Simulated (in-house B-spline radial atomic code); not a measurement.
## Tl II (Tl+): [Xe] 4f14 5d10 6s2

Level of theory: Dirac-Kohn-Sham B3LYP, spherical fractional occupations, Fermi nucleus of rms radius 5.4759 fm; calculated with an all-electron radial atomic-structure program (B-spline basis).

Z_r = [3n² - l(l+1)]/(2<r>); Z_e = n√(-2ε); the last column is Slater's effective charge. Values are occupation-weighted means over j. An effective charge above Z reflects the relativistic contraction of the inner shells.

```
shell  electrons   ε (eV)  <r> (bohr)    Z_r    Z_e  Slater
   1s          2   -85575     0.01632  91.90  79.31   80.70
   2s          2   -15263     0.06807  88.14  66.99   76.85
   2p          6   -13274     0.06176  80.96  62.47   76.85
   3s          2  -3662.6       0.177  76.28  49.22   69.75
   3p          6  -3078.6      0.1781  70.19  45.13   69.75
   3d         10  -2408.6      0.1625  64.63  39.92   59.85
   4s          2  -830.67      0.3916  61.29  31.25   53.25
   4p          6  -636.12      0.4159  55.30  27.35   53.25
   4d         10  -390.31      0.4398  47.74  21.42   41.85
   5s          2  -142.65      0.8799  42.62  16.19   23.35
   4f         14  -126.15      0.4678  38.48  12.18   30.45
   5p          6  -88.383       1.007  36.26  12.74   23.35
   5d         10  -24.452       1.382  24.97   6.70    9.85
   6s          2  -17.143       2.406  22.44   6.74    5.35
```

The least bound orbital is 6s1/2 at -17.14 eV, and it is also the most diffuse (<r> = 2.406 bohr).

Spin-orbit splittings of the orbital energies (j = l + 1/2 above j = l - 1/2 when positive): 2p 2066 eV, 3p 460.6 eV, 3d 98.2 eV, 4p 112.3 eV, 4d 21.01 eV, 4f 4.641 eV, 5p 20.43 eV, 5d 2.245 eV.

For the 1s electron the small component carries 9.51 % of the norm, the zero-frequency Breit interaction raises the level by 329.6 eV, self-energy by 212.9 eV, and vacuum polarisation lowers it by 44.75 eV.
